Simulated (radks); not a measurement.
Ionisation ladder of germanium, from Ge XXIII to Ge XXXII. Each ion is in the ground configuration listed by NIST, and IE = E(next ion) - E(this ion), with E = 0 for the bare nucleus. Calculated with a radial shooting solver on a logarithmic mesh with Libxc functionals: Dirac Kohn-Sham, exchange-only PBE, spin-unpolarised, spherical densities, finite nucleus; open shells fill j = l - 1/2 first; Fermi nuclear charge, rms radius 4.0742 fm.

| species | configuration | E (hartree) | IE, Delta-SCF (eV) | -e(HOMO) (eV) | HOMO | IE, NIST (eV) | kind | error (eV) |
|---|---|---|---|---|---|---|---|---|
| Ge XXIII | [Ne] | -1803.66407 | 2179.8 | 2116.8 | 2p3/2 | 2178.2 | exp. | +1.6 |
| Ge XXIV | [He] 2s2 2p5 | -1723.55748 | 2307.5 | 2243.3 | 2p3/2 | 2304 | semi-emp. | +3.5 |
| Ge XXV | [He] 2s2 2p4 | -1638.75764 | 2437.6 | 2372.2 | 2p3/2 | 2439 | semi-emp. | -1.4 |
| Ge XXVI | [He] 2s2 2p3 | -1549.17876 | 2569.7 | 2503.3 | 2p3/2 | 2575 | semi-emp. | -5.3 |
| Ge XXVII | [He] 2s2 2p2 | -1454.74252 | 2742.8 | 2674.3 | 2p1/2 | 2737 | semi-emp. | +5.7 |
| Ge XXVIII | [He] 2s2 2p1 | -1353.94546 | 2880.8 | 2811.6 | 2p1/2 | 2882 | semi-emp. | -1.1 |
| Ge XXIX | [He] 2s2 | -1248.07735 | 3079.1 | 3021.9 | 2s1/2 | 3074 | semi-emp. | +5.1 |
| Ge XXX | [He] 2s1 | -1134.92383 | 3190.7 | 3135.8 | 2s1/2 | 3194.3 | theory | -3.6 |
| Ge XXXI | [He] | -1017.66747 | 13616.1 | 13370.9 | 1s1/2 | 13557.4 | theory | +58.7 |
| Ge XXXII | 1s1 | -517.28369 | 14076.0 | 13858.1 | 1s1/2 | 14119.4 | theory | -43.4 |

Reference values: NIST Atomic Spectra Database (exp. = measured, semi-emp. = semi-empirical, theory = theoretical value adopted there). The ionisation energy per charge of the ion left behind rises most, in proportion, at Ge XXXI ([He]), from 106.36 to 439.23 eV. Against the entries that are not theoretical the mean signed error is 0.0 % and the largest +0.2 %. Spin polarisation and multiplet splitting are left out, so open shells lie too high by an amount that depends on their filling.

Beside tabulated values, note that spin-unpolarised runs miss the spin-polarisation part of the exchange energy of open shells.
